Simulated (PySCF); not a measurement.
BI3, charge -1, doublet, geometry from GFN2-xTB (a state made from the parent by changing its charge; the spin is typed, not shown lowest) (core potentials on I) (in this run its highest filled SCF level lies above zero, so its values depend strongly on the basis, on diffuse functions most of all); WB97X-V/def2-SVP (PySCF).

Here is a job for PySCF.
```python
from pyscf import gto, scf, dft

mol = gto.M(
    atom='''
B     0.00000000    0.00000000    0.00000000
I     2.07997803   -0.36410154   -0.62335308
I    -0.77243186   -0.91717242    1.84650789
I    -1.30754617    1.28127396   -1.22315481
''',
    basis='def2-svp',
    ecp={'I': 'def2-svp'},
    charge=-1,
    spin=1,
    verbose=4,
)

mf = dft.UKS(mol)
mf.xc = 'wb97x_v'
mf.kernel()
```

The log (banner, timings and long lists left out):

```
PySCF version 2.14.0

[INPUT] verbose = 4
[INPUT] num. atoms = 4
[INPUT] num. electrons = 81
[INPUT] charge = -1
[INPUT] spin (= nelec alpha-beta = 2S) = 1
[INPUT] symmetry False subgroup None
[INPUT] Mole.unit = angstrom
[INPUT] Symbol           X                Y                Z      unit          X                Y                Z       unit  Magmom
[INPUT]  1 B      0.000000000000   0.000000000000   0.000000000000 AA    0.000000000000   0.000000000000   0.000000000000 Bohr   0.0
[INPUT]  2 I      2.079978030000  -0.364101540000  -0.623353080000 AA    3.930588821812  -0.688052192132  -1.177966600104 Bohr   0.0
[INPUT]  3 I     -0.772431860000  -0.917172420000   1.846507890000 AA   -1.459684665288  -1.733204682805   3.489394198949 Bohr   0.0
[INPUT]  4 I     -1.307546170000   1.281273960000  -1.223154810000 AA   -2.470904156524   2.421256874937  -2.311427598844 Bohr   0.0

nuclear repulsion = 350.318115557605
number of shells = 36
number of NR pGTOs = 207
number of NR cGTOs = 92
basis = def2-svp
ecp = {'I': 'def2-svp'}

******** <class 'pyscf.dft.uks.UKS'> ********
method = UKS
initial guess = minao
damping factor = 0
level_shift factor = 0
DIIS = <class 'pyscf.scf.diis.CDIIS'>
diis_start_cycle = 1
diis_space = 8
diis_damp = 0
SCF conv_tol = 1e-09
SCF conv_tol_grad = None
SCF max_cycles = 50
direct_scf = True
direct_scf_tol = 1e-13
number electrons alpha = 41  beta = 40
XC library pyscf.dft.libxc version 7.1.2
    S. Lehtola, C. Steigemann, M. J. T. Oliveira, and M. A. L. Marques,  SoftwareX 7, 1–5 (2018)
XC functionals = wb97x_v
    N. Mardirossian and M. Head-Gordon,  Phys. Chem. Chem. Phys. 16, 9904–9924 (2014)
radial grids:
    Treutler-Ahlrichs [JCP 102, 346 (1995); DOI:10.1063/1.469408] (M4) radial grids

becke partition: Becke, JCP 88, 2547 (1988); DOI:10.1063/1.454033
pruning grids: <function nwchem_prune>
grids dens level: 3
symmetrized grids: False
atomic radii adjust function: <function treutler_atomic_radii_adjust>
** Following is NLC and NLC Grids **
NLC functional = wb97x_v
radial grids:
    Treutler-Ahlrichs [JCP 102, 346 (1995); DOI:10.1063/1.469408] (M4) radial grids

becke partition: Becke, JCP 88, 2547 (1988); DOI:10.1063/1.454033
pruning grids: <function nwchem_prune>
grids dens level: 3
symmetrized grids: False
atomic radii adjust function: <function treutler_atomic_radii_adjust>
small_rho_cutoff = 0
Set gradient conv threshold to 3.16228e-05
tot grids = 79920
tot grids = 79920
init E= -823.04973184603

cycle= 1 E= -914.73377935524  delta_E= -91.7  |g|= 3.14  |ddm|= 9.91
cycle= 2 E= -917.175948997124  delta_E= -2.44  |g|= 1.64  |ddm|= 8.47
cycle= 3 E= -917.913838869236  delta_E= -0.738  |g|= 0.202  |ddm|= 2.14
cycle= 4 E= -917.930611261952  delta_E= -0.0168  |g|= 0.131  |ddm|= 0.634
cycle= 5 E= -917.942417300946  delta_E= -0.0118  |g|= 0.00437  |ddm|=  0.3
cycle= 6 E= -917.942460499519  delta_E= -4.32e-05  |g|= 0.00158  |ddm|= 0.019
cycle= 7 E= -917.942467873114  delta_E= -7.37e-06  |g|= 0.000511  |ddm|= 0.0107
cycle= 8 E= -917.94246870213  delta_E= -8.29e-07  |g|= 0.000133  |ddm|= 0.00325
cycle= 9 E= -917.942468755588  delta_E= -5.35e-08  |g|= 3.75e-05  |ddm|= 0.000963
cycle= 10 E= -917.942468759846  delta_E= -4.26e-09  |g|= 1.01e-05  |ddm|= 0.000303
cycle= 11 E= -917.942468760209  delta_E= -3.63e-10  |g|= 2.98e-06  |ddm|= 0.000106
Extra cycle  E= -917.94246876023  delta_E= -2.05e-11  |g|= 1.81e-06  |ddm|= 2e-05
converged SCF energy = -917.94246876023  <S^2> = 0.75604704  2S+1 = 2.0060379
```
